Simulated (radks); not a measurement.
Isoelectronic series with 28 electrons, each ion in its NIST ground configuration. Calculated with a radial shooting solver on a logarithmic mesh with Libxc functionals: non-relativistic Kohn-Sham, r2SCAN, spin-polarised, spherical densities, point nucleus; open shells are filled with parallel spins first; meta-GGA in the generalised Kohn-Sham scheme. Total energies (hartree) and orbital eigenvalues (eV) (* marks an orbital that is empty in some or all of the ions):

ion   configuration  E (hartree)   4s down*     4s up*    3d down
Ni     [Ar] 3d8 4s2  -1508.21455    -5.5842    -5.8993    -7.9738
Cu+       [Ar] 3d10  -1640.22118   -10.9715   -10.9715   -13.7336
Zn2+      [Ar] 3d10  -1778.41567   -21.7003   -21.7003   -31.2782
Ga3+      [Ar] 3d10  -1922.74193   -34.7824   -34.7824   -53.2586
Ge4+      [Ar] 3d10  -2073.16394   -49.9900   -49.9900   -79.1519
As5+      [Ar] 3d10  -2229.65933   -67.1988   -67.1988  -108.6768
Se6+      [Ar] 3d10  -2392.21310   -86.3329   -86.3329  -141.6665
Br7+      [Ar] 3d10  -2560.81462  -107.3423  -107.3423  -178.0148
